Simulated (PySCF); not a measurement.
A structure optimised at PBE-D3(BJ)/def2-SVP, used in a PySCF frequency run:

```xyz
6

Se     0.8306    -0.6388     0.0000
Cl    -1.0511    -1.8287     0.0000
Ge    -0.2796     1.4722     0.0000
H     -1.1472     1.5915     1.2758
H      0.8711     2.5130     0.0000
H     -1.1472     1.5915    -1.2758
```

**Question.** Write its SMILES, formula and point group.

**Answer.** Cl[Se][GeH3], ClGeH₃Se, Cs

**Question.** What are its rotational constants (standard atomic weights)?

**Answer.** 4.7822, 1.5646, 1.1972 GHz
